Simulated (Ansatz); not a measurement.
Start from `[F][In]([O][SiH3])[O][SiH3]` and change one atom or group to get `[SiH3][O][InH][O][SiH3]`.

Ansatz, PBE0-D4/def2-TZVP geometries, multiplicity 1. Each molecule was computed in one conformer, which needn't be the lowest.

Elements past krypton have def2 core potentials.

| property | `[F][In]([O][SiH3])[O][SiH3]` |
| --- | --- |
| HOMO–LUMO gap (PBE/def2-TZVPP) / eV | 3.62 |
| HOMO energy (PBE/def2-TZVPP) / eV | -7.35 |
| size of the dipole moment (B3LYP/def2-TZVPP) / D | 1.44 |
| HOMO energy (ωB97M-V/def2-TZVPP) / eV | -11.02 |
| HOMO–LUMO gap (PBE0/def2-TZVPP) / eV | 5.96 |
| LUMO energy (ωB97M-V/def2-TZVPP) / eV | -0.88 |

**Question.** Give the same properties after the change, and the shifts. (Best estimate.)

**Answer.** Ansatz gave: 
```csv
property,`[SiH3][O][InH][O][SiH3]`,shift
HOMO–LUMO gap (PBE/def2-TZVPP) / eV,4.33,0.71
HOMO energy (PBE/def2-TZVPP) / eV,-6.78,0.57
size of the dipole moment (B3LYP/def2-TZVPP) / D,2.54,1.10
HOMO energy (ωB97M-V/def2-TZVPP) / eV,-10.45,0.57
HOMO–LUMO gap (PBE0/def2-TZVPP) / eV,6.63,0.67
LUMO energy (ωB97M-V/def2-TZVPP) / eV,-0.14,0.74
```

With PBE0 the HOMO rises by 0.58 eV and the LUMO rises by 1.25 eV, so the gap widens by about 0.67 eV. PBE moves the HOMO by 0.57 eV and ωB97M-V by 0.57 eV. Dipoles are sizes alone; their direction can turn.

B3LYP here is the variant with VWN-RPA as its local correlation; programs differ in this.
